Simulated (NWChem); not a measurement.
Species: CdHSI; SMILES [I][Cd][SH]

```xyz
4

Cd     0.0117     0.8266     0.0000
I      0.0030    -1.7686     0.0000
S      0.0370     3.1746     0.0000
H     -1.3127     3.2658     0.0000
```
Atoms are numbered in this order, from 1.

The geometry was optimised at PBE0/def2-SVP. No frequency run checked for a minimum. def2 effective core potentials on Cd, I; no spin-orbit coupling.

Symmetry labels are those of Cs in the frame above (b1 and b2, or b-type labels, depend on it).

**Question.** List the 4 lowest vertical singlet excitations from CAM-B3LYP/def2-SVPD with def2 effective core potentials on Cd, I, TDA (NWChem).

**Answer.** 
| state | energy (eV) | oscillator strength | symmetry | leading excitation (squared amplitude) |
|---|---|---|---|---|
| S1 | 4.34 | 0.003 | a" | HOMO → LUMO (0.96) |
| S2 | 4.69 | 0.017 | a' | HOMO−1 → LUMO (0.97) |
| S3 | 4.82 | 0.037 | a" | HOMO−2 → LUMO (0.95) |
| S4 | 5.44 | 0.000 | a" | HOMO → LUMO+1 (0.92) |
